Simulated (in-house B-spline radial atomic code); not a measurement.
Configurations of Pd3+, with energies counted from [Kr] 4d7. Level of theory: Dirac-Hartree-Fock, average of configuration, Fermi nucleus of rms radius 4.5318 fm; calculated with a radial B-spline atomic code at the basis-set limit. Energies include first-order Breit, QED and recoil terms.

Occupations are held fixed; configurations that lie above the ionisation limit could autoionise.

```json
{"configuration": "[Kr] 4d6 6p1", "E - E(ref) (eV)": "32.883", "highest orbital": "6p3/2", "its <r> (bohr)": "5.402"}
{"configuration": "[Kr] 4d6 7s1", "E - E(ref) (eV)": "37.133", "highest orbital": "7s1/2", "its <r> (bohr)": "7.8"}
{"configuration": "[Kr] 4d6 7p1", "E - E(ref) (eV)": "38.439", "highest orbital": "7p3/2", "its <r> (bohr)": "8.701"}
{"configuration": "[Kr] 4d6 5g1", "E - E(ref) (eV)": "38.967", "highest orbital": "5g7/2", "its <r> (bohr)": "6.858"}
{"configuration": "[Kr] 4d6 8f1", "E - E(ref) (eV)": "44.079", "highest orbital": "8f5/2", "its <r> (bohr)": "20.98"}
{"configuration": "[Ar] 3d10 4s2 4p5 4d7 4f1", "E - E(ref) (eV)": "89.158", "highest orbital": "4f5/2", "its <r> (bohr)": "3.857"}
{"configuration": "[Ar] 3d10 4s2 4p5 4d7 7s1", "E - E(ref) (eV)": "93.089", "highest orbital": "7s1/2", "its <r> (bohr)": "7.781"}
```

Task: Order these further configurations by energy, lowest first.
A. [Ar] 3d10 4s2 4p5 4d7 8f1
B. [Ar] 3d10 4s2 4p5 4d7 6s1
C. [Ar] 3d10 4s2 4p5 4d7 5f1
D. [Ar] 3d10 4s2 4p5 4d7 7f1
E. [Kr] 4d6 6s1

Result: E (30.185 eV), B (86.106 eV), C (94.26 eV), D (98.905 eV), A (100.04 eV).

Task: How far above the reference does [Ar] 3d10 4s2 4p5 4d7 6f1 lie?

Result: 97.148 eV; its least bound orbital is 6f5/2 with <r> = 10.78 bohr.

Task: How far above the reference does [Ar] 3d10 4s2 4p5 4d7 5g1 lie?

Result: 94.951 eV; its least bound orbital is 5g7/2 with <r> = 6.857 bohr.

Task: How far above the reference does [Kr] 4d6 4f1 lie?

Result: 33.271 eV; its least bound orbital is 4f5/2 with <r> = 3.923 bohr.
